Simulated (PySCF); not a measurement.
## How methods differ on the excitation energy of Pt

Pt [Xe] 4f14 5d9 6s1 (3D) → Pt [Xe] 4f14 5d9 6p1 (high-spin determinant), as a difference of total energies. Calculation: PySCF 2.14, in aug-cc-pVDZ-PP with ECP60MDF (5s5p4d2f, 54 functions); scalar relativity through the core potential. Correlated levels: valence: 5s2 5p6 frozen. The calculations carry no spin-orbit coupling.

| method | excitation energy (eV) |
| --- | --- |
| UHF | 3.985 |
| MP2 (valence) | 4.778 |
| SCS-MP2 (valence) | 4.700 |
| CCSD (valence) | 4.534 |
| CCSD(T) (valence) | 4.482 |

Problem. How much does correlation contribute at CCSD(T) (valence)?

Solution. 4.482 − (3.985) = 0.497 eV, measured against UHF.

The determinant of the upper state mixes LS terms, which raises its energy above the lowest term, most at the Hartree-Fock and MP2 levels.
